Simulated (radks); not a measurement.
Problem. The table gives one normalised radial function P(r) = r R(r) of Cu+ in [Ar] 3d9.5 4s0.5 (r in bohr). All-electron calculation, non-relativistic Kohn-Sham, PBE, spin-polarised, spherical densities, point nucleus; open shells are filled with parallel spins first. Program: a radial shooting solver on a logarithmic mesh with Libxc functionals.

r	P
0.002271	0.0013
0.002957	0.0022
0.003882	0.0038
0.005095	0.0064
0.006688	0.0108
0.008708	0.0178
0.01143	0.0295
0.015	0.0483
0.01969	0.0778
0.02564	0.1210
0.03366	0.1857
0.04418	0.2749
0.05799	0.3876
0.07551	0.5085
0.09911	0.6154
0.1301	0.6519
0.1708	0.5494
0.2223	0.2661
0.2919	-0.2032
0.3831	-0.7365
0.5028	-1.1367
0.6547	-1.2373
0.8594	-1.0355
1.128	-0.6747
1.481	-0.3386
1.928	-0.1302
2.531	-0.0338
3.322	-0.0055
4.36	-0.0005
5.677	0.0000
7.452	0.0000

Which n and l does it have? It may be an empty orbital.

Solution. n = 3, l = 1: the number of nodes gives n - l - 1 = 1, the rise at small r (about r^(l+1)) gives l, and the extent must fit the shell. The curve is that of 3p up; the table hardly tells the two spins apart. 3p up: eigenvalue -82.827 eV, 1 radial node at r = 0.262 bohr, <r> = 0.752 bohr, 90 % of the charge inside 1.16 bohr.
